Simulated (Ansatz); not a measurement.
Stepwise reaction of `N#[C][AlH2]` with hydrogen chloride, as a gas-phase model of exchange steps in deposition or etching. ΔE in kJ/mol; ΔG adds harmonic PBE0-D4 terms to CCSD(T)/CBS, at 1 bar.

Calculated with Ansatz (gas phase, PBE0-D4/def2-TZVP geometries, no zero-point term in ΔE). CBS: MP2 limit from def2 TZ/QZ plus the TZ coupled-cluster correction, frozen cores. This one scheme is used for every species. DFT in def2-TZVPP. B3LYP here is the variant with VWN-RPA as its local correlation; programs differ in this.

```
step                                             reaction  PBE-D4  B3LYP-D4  ωB97M-V  CCSD(T)/CBS  ΔG(500 K)
   1          `N#[C][AlH2]` + HCl → `N#[C][AlH][Cl]` + H₂  -141.7    -142.6   -143.0       -144.8     -139.3
   2  `N#[C][AlH][Cl]` + HCl → `N#[C][Al]([Cl])[Cl]` + H₂  -133.6    -134.8   -134.4       -136.9     -125.4
```

Problem. By hand: ΔE of the 2 steps together at CCSD(T)/CBS.

Solution. (-144.8) + (-136.9) = -281.7 kJ/mol, or -140.9 kJ/mol a step.

In ΔE each step is higher than the one before. All are downhill at CCSD(T)/CBS. ΔG lies between -139.3 and -125.4 kJ/mol a step. PBE-D4 differs from CCSD(T)/CBS by 3.1 to 3.3 kJ/mol a step. Isolated molecules leave out the surface, adducts and barriers. Largest T1 diagnostic: 0.013.
